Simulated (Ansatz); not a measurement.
Reaction (hydrogen abstraction from the Sn–H bond): `C#[C][SnH3]` + `[OH]`• → `C#[C][SnH2]`• + H₂O

Computed with Ansatz on PBE0-D4/def2-TZVP structures; ΔE is electronic, products minus reactants. CCSD(T)/CBS is the MP2 limit (def2-TZVPP, def2-QZVPP) plus CCSD(T) − MP2 in def2-TZVPP, frozen cores. This one scheme is used for every species. DFT in def2-TZVPP. Open shells (•) are unrestricted, without spin–orbit coupling. def2 core potentials past Kr. For Sn outer-core shells are correlated without core-valence functions, which leaves a few kJ/mol of doubt a bond.

| level | ΔE (eV) |
| --- | --- |
| PBE-D4 | -2.12 |
| HF/def2-TZVPP | -1.17 |

Problem. What does CCSD(T)/CBS give? (Best estimate.)

Solution. The calculation gave: -1.95 eV. The listed levels differ from it by -0.17, 0.78 eV.

Problem. What do rigid-rotor, harmonic-oscillator terms from PBE0-D4/def2-TZVP frequencies (298.15 K, 1 bar) make of the CCSD(T)/CBS value? (Best estimate.)

Solution. Computed: ΔZPE = +0.13 eV, ΔH = -1.82 eV, ΔS = 15 J/(mol·K), ΔG = -1.86 eV. Open shells count their whole term as degenerate.

Largest T1 diagnostic among the species: 0.019.

From PBE to PBE0 (25 % exact exchange), in def2-TZVPP and without D4, ΔE moves by +0.18 eV. At CCSD(T), def2-SVP lies +0.22 eV from the extrapolated value and def2-TZVPP +0.09 eV.
